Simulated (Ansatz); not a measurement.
Computed with Ansatz.

A structure relaxed at PBE0-D4/def2-TZVP, charge 0, multiplicity 1:

```
atom   x (Å)   y (Å)   z (Å)
  B1   0.978  -0.845  -0.900
  O2   0.409   0.321  -0.548
  C3  -0.290   0.462   0.676
  O4  -1.656   0.467   0.469
  H5   0.946  -1.781  -0.148
  H6   1.513  -0.887  -1.969
  H7   0.064   1.396   1.124
  H8  -0.073  -0.384   1.332
  H9  -1.890   1.252  -0.036
```

Q: Give its formula and SMILES.

A: CH5BO2, `BOCO`.

Q: Summarise the bond lengths by kind.

A: 1 × B–O 1.344 Å; 2 × B–H 1.196 to 1.202 Å; 2 × C–O 1.382 to 1.416 Å; 2 × C–H 1.093 to 1.096 Å; 1 × H–O 0.962 Å.
